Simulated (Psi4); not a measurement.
Pair of molecules, SMILES O with SMILES [GeH4] (the first has 3 atoms); geometry from B3LYP-D3(BJ)/def2-TZVP, rigid monomers moved along the line of their centres of mass till O1···Ge4 is 4.58 Å.
(charge 0, multiplicity 1):
```xyz
8

O      0.2621    -0.1240     0.4007
H     -0.6530     0.0334     0.1450
H      0.7021     0.7273     0.3054
Ge    -0.3274    -0.0408     4.9465
H     -0.5574     0.0430     6.4681
H     -0.7572     1.2972     4.3233
H     -1.1805    -1.1804     4.3766
H      1.1607    -0.2911     4.6782
```

All values below come from SAPT0/aug-cc-pVDZ (Psi4).

**Question.** Give the four SAPT terms and the total, and say what mostly holds the pair together.

**Answer.** electrostatics -10.2, exchange 1.7, induction -1.5, dispersion -8.9, total -18.9 meV; the largest attraction is electrostatics.
